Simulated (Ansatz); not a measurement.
Ansatz (a program for electronic structure) input:

Ansatz 0.2 input:
```yaml
crystal:
  periodic: [false, false, false]
  atoms:
    - {symbol: Mn, position_ang: [-0.00000000, -0.00000000, -1.78229477]}
    - {symbol: I, position_ang: [0.00000000, 0.00000000, 0.84070508]}
basis:
  gaussian:
    orbitals: def2-TZVP
hamiltonian:
  xc: {name: HF}
magnetization: {spin_polarized: true, initial_magnetization: 6}
relax: {f_tol: 0.003, max_steps: 100}
```

Problem. Which total energy does the run end on?

Solution. -1446.58846 Eh (HF/def2-TZVP). The basis has 95 functions.

The spin state was set by rule; other spins were not relaxed.
